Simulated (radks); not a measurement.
Values are calculated unless marked as measured or tabulated.
Numerical settings for neutral samarium, [Xe] 4f6 6s2. Code: a radial shooting solver on a logarithmic mesh with Libxc functionals. Model: Dirac Kohn-Sham, PBE, spin-unpolarised, spherical densities, finite nucleus; open shells fill j = l - 1/2 first; Fermi nuclear charge, rms radius 5.0819 fm. The defaults (mesh step 0.008 in ln r, mesh end at 40 bohr or more with all orbitals vanishing there, Anderson mixing 0.5 over 9 steps, residual threshold near 1e-9 with the energy settled to 1e-9 hartree or 1e-11 of itself, here a cap of 84 iterations) give E = -10433.8862 hartree and 4f5/2 at -2.564 eV in 15 iterations. Run on one thread of a shared host, so times are rough (Arm Neoverse V1): 0.16 s of CPU time, 0.16 s wall, 15 iterations on 2440 mesh points. Changes against that run (0 stands for a change within the tolerance of the run):

setting                    iterations         converged  E (mhartree)  e(4f5/2) (meV)  CPU (s)
mesh step in ln r 0.2               4                no      diverged               -     0.01
mesh step in ln r 0.003            16               yes             0               0     0.43
mesh step in ln r 0.005            16               yes             0               0     0.26
mesh end (bohr) 5                  14  level above zero          +346        +4.5e+03     0.12
mesh end (bohr) 1                  14  level above zero     +3.74e+05       +4.15e+05     0.11
residual threshold 1e-16           84                no             0               0     0.43
residual threshold 0.01             7               yes        +0.027           +92.2     0.11
mixing 1.5                         16               yes             0               0     0.17
linear mixing, mixing 1            84                no     +3.87e+05       +2.57e+03      3.1
linear mixing, mixing 0.8          84                no     +1.83e+04       -1.61e+05      1.9
mixing history 3                   20               yes             0               0     0.19
iteration cap 5                     5                no       +0.0272           -72.7     0.06

Settled on a wrong energy, with an occupied level pushed above zero by the early mesh end: mesh end (bohr) 5 (+0.346 hartree); mesh end (bohr) 1 (+374 hartree). Apart from these: no run marked as converged misses the energy by more than 1 mhartree. A mesh that ends early acts as a hard wall.
